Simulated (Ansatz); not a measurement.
Isolated molecules relaxed with PBE0-D4/def2-TZVP in Ansatz; ΔE leaves out vibrations. CCSD(T)/CBS is the MP2 limit (def2-TZVPP, def2-QZVPP) plus CCSD(T) − MP2 in def2-TZVPP, frozen cores. This one scheme is used for every species. DFT in def2-TZVPP. For Br outer-core shells are correlated without core-valence functions, which leaves a few kJ/mol of doubt a bond. Scalar relativity is left out up to krypton. One conformer a species, not always the lowest.

Reaction (ligand exchange at the Si–C bond): `F[SiH2]C(Cl)Br` + CH₃OH → `CO[SiH2]F` + `ClCBr`

```json
{"level": "B2PLYP", "ΔE (kcal/mol)": "-29.2"}
{"level": "PBE0", "ΔE (kcal/mol)": "-26.8"}
{"level": "SCS-MP2/def2-TZVPP", "ΔE (kcal/mol)": "-28.8"}
{"level": "CCSD(T)/def2-TZVPP", "ΔE (kcal/mol)": "-27.8"}
```

Question: What does CCSD(T)/CBS give? (An estimate is asked.)

Answer: The calculation gave: -27.1 kcal/mol. The listed levels differ from it by -2.1, 0.3, -1.7, -0.7 kcal/mol.

Largest T1 diagnostic among the species: 0.011.

The D4 term adds +1.5 kcal/mol with B3LYP and +0.8 kcal/mol with PBE0; it sums over pairs of atoms, weighted by their polarisabilities, and B3LYP, whose exchange is more repulsive, gets the larger term. From PBE to PBE0 (25 % exact exchange), in def2-TZVPP and without D4, ΔE moves by −1.1 kcal/mol.

B3LYP here is the variant with VWN-RPA as its local correlation; programs differ in this.
